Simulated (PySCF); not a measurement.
Compound: C₆H₄ClN (triplet state).
Bonds: N1–C2, C2–C3 (aromatic), C3–C4 (aromatic), C4–C5 (aromatic), C5–Cl6, C5–C7 (aromatic), C7–C8 (aromatic), C2–C8 (aromatic). Hydrogens: H9 on C3; H10 on C4; H11 on C7; H12 on C8.

Identity: `[N]c1ccc(Cl)cc1` [triplet].

Computed with PySCF, UKS B3LYP, pcH-1 on C Cl H N, non-relativistic, mean-field spin-orbit, GIAO. Spin–spin part from the singly occupied natural orbitals, spin–orbit part to second order with van Wüllen's prefactor. Geometry: GFN2-xTB; no solvent, vibrations or thermal averaging. A GFN2-xTB geometry isn't a minimum of the functional, and hyperfine couplings can be far from their values at a DFT geometry. Stability of the SCF solution: not tested.

Question: Give D and E of this S = 1 state, with their spin–spin and spin–orbit parts.

Answer: D = +0.727 cm⁻¹ and E = +0.002 cm⁻¹, with E given the sign of D (E/D = 0.00; 0 is axial, 1/3 the rhombic limit). Diagonalised alone, the spin–spin tensor gives D = +0.641, E = +0.001 and the spin–orbit tensor D = +0.086, E = +0.003 cm⁻¹; in size the spin–spin D is 7.5 times the other. The Mulliken spin populations are largest on N1 (+1.46), C8 (+0.37), C3 (+0.37) and C5 (+0.34). Four atoms exceed +0.15. The positive populations add up to 2.62 and the negative ones to -0.62, together 2S = 2.

Question: What is D as a frequency, a field and a temperature?

Answer: D = +21.80 GHz = +777.3 mT (with g_iso = 2.0035) = +1.046 K = +90.1 μeV.

Question: What are the three sublevel energies at zero field and the gaps between them?

Answer: With H = D(Sz² − 2/3) + E(Sx² − Sy²): Tz at -0.485 cm⁻¹, Tx at +0.240 cm⁻¹, Ty at +0.245 cm⁻¹. The gaps are |D| − |E| = 21.73 GHz, |D| + |E| = 21.87 GHz and 2|E| = 0.14 GHz.

Question: How are these sublevels filled in thermal equilibrium at 77 K and zero field?

Answer: kT = 53.52 cm⁻¹, so the Boltzmann shares are Tz 33.6 %, Tx 33.2 %, Ty 33.2 %.

Question: Where do the strong lines fall at 93.576 GHz with the field along each axis of D (isotropic g = 2.0035, hyperfine left aside, microwave field at right angles)?

Answer: From exact diagonalisation up to 9900 mT, keeping lines above a fifth of the strength of a high-field Δm = ±1 line:

```csv
field along,resonance fields (mT)
x,"2926, 3701"
y,"2919, 3709"
z,"2560, 4114"
```

Without D the line would be at 3337 mT. The microwave quantum is 3.121 cm⁻¹, against |D| + |E| = 0.729 cm⁻¹; each axis gives a pair, one line on either side of the centre.

Natural occupations around the open shell: 1.986, 1.000, 1.000, 0.014. The unrestricted determinant has ⟨S²⟩ = 2.0516 (exact 2.0000), 2.6 % above the value of a pure triplet state.

Principal g values: 2.0033, 2.0034, 2.0039.
